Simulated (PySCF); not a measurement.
# Static response to an electric field

C5H10O3Si.
Structure used (PBE0-D3(BJ)/def2-SVP), in Å, numbered top down from 1:
```
atom  x, y, z in Å
C1     3.680   -0.014   -0.840
O2     2.344    0.286   -1.225
C3     1.386   -0.086   -0.368
O4     1.616   -0.639    0.681
Si5   -0.413    0.327   -0.907
C6    -1.301    1.115    0.556
C7    -2.529    0.197    0.684
C8    -2.118   -1.206    0.232
O9    -1.309   -1.088   -0.927
H10    4.322    0.326   -1.661
H11    3.944    0.507    0.092
H12    3.805   -1.095   -0.678
H13   -0.439    0.992   -2.237
H14   -1.569    2.175    0.445
H15   -0.644    1.022    1.436
H16   -2.930    0.176    1.710
H17   -3.336    0.562    0.027
H18   -1.551   -1.719    1.031
H19   -2.992   -1.831   -0.013
```

Level: CAM-B3LYP/def2-SVPD (PySCF), static field, nuclei fixed, core orbitals frozen in the response. The polarisability tensor in these axes (au):

```
x   109.88   1.24  -8.34
y     1.24  80.67  -4.01
z    -8.34  -4.01  86.32
```

**Question.** Diagonalise the tensor; give its mean and Δα, where Δα² is half the sum of the squared differences of the eigenvalues.

**Answer.** Principal values 78.29, 85.87 and 112.71 au; mean 92.29 au = 13.68 Å³ = 15.22 × 10⁻⁴⁰ C²·m²/J; Δα = 31.33 au (34 % of the mean).

**Question.** What is the dipole moment, and where does it point?

**Answer.** (0.04, 1.71, 0.06) D, 1.71 D in size, pointing from the negative to the positive side. Measured along this direction, the outermost atoms are H19 at the negative end and H14 at the positive end.

**Question.** Find the Langevin capture rate constant for NH4+ (18.034 u) meeting this molecule (146.040 u), k = 2.342 × 10⁻⁹ cm³/s × √(α in Å³ / reduced mass in u).

**Answer.** The reduced mass is 16.05 u, so k = 2.16 × 10⁻⁹ cm³/s. The formula leaves out the permanent dipole, which adds to the capture rate.

**Question.** Give the eigenvalues of the traceless quadrupole moment Θ = ½Σq(3rr − r²1), origin at the centre of nuclear charge.

**Answer.** -10.78, -4.16, 14.95 D·Å. The values depend on the origin, since the dipole doesn't vanish. The electronic extent ⟨r²⟩ about the same centre is 1665 bohr², a root-mean-square distance of 2.44 Å for the 78 electrons.

**Question.** What would n − 1 = 2πNα be for an ideal gas of these molecules at 400 K and 1 atm, electronic part alone?

**Answer.** N = p/kT = 1.8347 × 10¹⁹ cm⁻³, so n − 1 = 2π × N × 13.68 × 10⁻²⁴ cm³ = 1577 × 10⁻⁶ at long wavelengths, for an ideal gas.

**Question.** Rayleigh depolarisation ratio (linearly polarised light, static tensor)?

**Answer.** ρ = 3Δα²/(45ᾱ² + 4Δα²) = 2944.1/(383270 + 3925.4) = 0.0076.

**Question.** Sum over states: ᾱ = Σ f/ω², ω in Eh. What share falls to these 10 lowest TDDFT singlets (eV, f)? 4.93, 0.0026; 6.71, 0.0117; 7.11, 0.0596; 7.37, 0.0316; 7.47, 0.0887; 7.68, 0.0049; 7.84, 0.0071; 7.94, 0.0031; 7.98, 0.0193; 8.20, 0.0086.

**Answer.** They add up to 3.25 au, 3.5 % of the 92.29 au; the largest single term is 1.18 au, from the state at 7.47 eV. Terms in order: 0.08, 0.19, 0.87, 0.43, 1.18, 0.06, 0.09, 0.04, 0.22, 0.09 au. Higher excitations give the rest. The strengths listed sum to 0.237.

Isolated species at its PBE0-D3(BJ)/def2-SVP geometry (one conformer only).
